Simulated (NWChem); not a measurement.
Molecule: BHF$_{2}$; SMILES FBF

Computed with NWChem. All runs use the structure optimised with B3LYP/6-31G* (spherical d). Vertical excitations in the gas phase; the lowest state need not have the same character in each row.

For level B3LYP/aug-cc-pVDZ, TDA:

```yaml
lowest excitation, singlet (eV): 8.47
lowest triplet (eV): 7.49
orbital gap (eV): 9.82
```

Task: How do the values read with level PBE/aug-cc-pVDZ, TDA instead?

Result: The lowest excitation, singlet (eV) comes out as 7.99. The lowest triplet (eV) is 7.04 and the orbital gap (eV) is 7.58.
